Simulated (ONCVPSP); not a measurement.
## Before and after: ONCV potential for Pt

Pt (Z = 78), optimised norm-conserving Vanderbilt (ONCV), made with ONCVPSP 4.0.1 (PBE, scalar-relativistic). Core [Kr] 4d10 4f14, reference 5s2 5p6 5d9.5 6s0.5. Waves: 5s+6s: rc 1.55 bohr, ncon 3, nbas 7, qcut 7 1/bohr, 2 projectors; 5p: rc 1.60 bohr, ncon 3, nbas 7, qcut 9 1/bohr, 1 projector; 5d: rc 1.55 bohr, ncon 4, nbas 7, qcut 5.7 1/bohr, 2 projectors, debl 2.6 Ha. Local part: polynomial inside 1.35 bohr (lpopt 3, dvloc0 3 Ha). Core correction: Teter function, fcfact 4.75, rcfact 1.25.

Change: s: qcut 5.6; p: qcut 7.2; d: qcut 4.6.

Cutoffs: the cutoffs (Ha) at which the residual kinetic energy of the hardest occupied pseudo-wave falls to 1 and 0.1 mHa per electron; they do not see the model core or the augmentation charge, which bear on the density cutoff. Errors are all-electron minus pseudo energies relative to the spin-unpolarised reference configuration.

What does the change do?

The potential gets harder (24 Ha and 58 Ha → 57 Ha and 70 Ha); of the 4 tests that both files solve, the error grows in 4 and shrinks in 0 by more than 15 % and 0.3 meV (median size 1.9 → 11.0 meV); neither file shows a bound ghost.

| quantity | base | changed |
| --- | --- | --- |
| cutoff, loose | 24 Ha | 57 Ha |
| cutoff, tight | 58 Ha | 70 Ha |
| loose cutoff by channel | s 19 Ha, p 24 Ha, d 20 Ha | s 14 Ha, p 14 Ha, d 57 Ha |
| bound ghosts | none | none |
| GHOST(+) flags under 300 eV | none | none |
| error for 5s2 5p6 5d9 6s1, meV [ΔE 0.12 eV] | +1.0 | -2.4 |
| error for 5s2 5p6 5d9 6s0, meV [ΔE 9.32 eV] | -1.4 | -5.3 |
| error for 5s2 5p6 5d8 6s0, meV [ΔE 29.28 eV] | -2.4 | -17 |
| error for 5s2 5p6 5d8 6s2, meV [ΔE 1.13 eV] | -4.8 | -18 |
| s: phases at 1.58 bohr within 0.05 rad from the reference energy up to (Ha; the scan ends near 5) | to the end of the scan | 4.7 |
| p: phases at 1.62 bohr within 0.05 rad from the reference energy up to (Ha; the scan ends near 5) | 0.5 | 0.4 |
| d: phases at 1.58 bohr within 0.05 rad from the reference energy up to (Ha; the scan ends near 5) | to the end of the scan | to the end of the scan |
| rms error of d²Exc/dni dnj with the model core, mHa | 0.32 | 0.53 |
